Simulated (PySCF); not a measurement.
C2H2F2, SMILES F/C=C\F. The structure is a stationary point at B3LYP-D3(BJ)/def2-SVP.

Computed equilibrium geometry at B3LYP-D3(BJ)/def2-SVP (PySCF confirms it by a frequency run) as Cartesian coordinates in Å, and its point group:
point group C2v.
```xyz
6

F      0.0000     1.3928    -0.5468
C      0.0000     0.6659     0.5708
C      0.0000    -0.6659     0.5708
F      0.0000    -1.3928    -0.5468
H      0.0000     1.2468     1.4962
H      0.0000    -1.2468     1.4962
```
Charge 0, spin multiplicity 1.
